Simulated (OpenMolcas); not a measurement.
Se IV: the spin-orbit constant, worked from levels

* Program: OpenMolcas 26.06
* Basis: ANO-R2 [6s6p4d3f1g]
* Scalar Hamiltonian: X2C, finite nucleus
* Active space: 3 electrons in 9 orbitals (RAS2 4s 4p; RAS3 4d, at most 2 electrons)
* State averaging: 2S+1 = 4 odd, 1 root; 2S+1 = 2 odd, 11 roots; 2S+1 = 4 even, 3 roots; 2S+1 = 2 even, 9 roots
* Spin-orbit coupling: state interaction with AMFI integrals over the reference wave functions, term energies averaged over their components

Methods: RASSCF; MS-RASPT2, IPEA 0.25 Eh, imaginary shift 0.1 Eh (closed shells correlated: 3d). Measured levels: Moore, Atomic Energy Levels, vol. II, NSRDS-NBS 35 (1971 reprint of NBS Circular 467, 1952).

**The spin-orbit constant.** For the Hund term 2P* of p1, E(J) = (A/2) J(J+1) + constant and ζ = 2S·A = A. From J = 1/2 to J = 3/2 the energy changes by 1.5 A.

| Source | E(3/2) - E(1/2) | A | ζ |
| --- | --- | --- | --- |
| RASSCF | 3833.3 | 2555.5 | 2556 |
| MS-RASPT2 | 3851.8 | 2567.9 | 2568 |
| measured | 4376.0 | 2917.3 | 2917 |

All in cm-1. MS-RASPT2 is off by -12.0 % and RASSCF by -12.4 %. Both methods take the spin-orbit matrix elements from the reference wave functions, so the second can move ζ only through the term energies and any multistate remixing.

Active for correlation alone: 4d; no level in the range computed is led by a configuration that fills it, so any true level of that kind is missing. Computed and measured levels are paired by configuration, term and J; levels that our copy of the source lacks, or whose pairing is in doubt (as where it misses far off the trend of its configuration), stay unpaired and out of the deviations. Only configurations of the active space appear.

* marks odd parity.
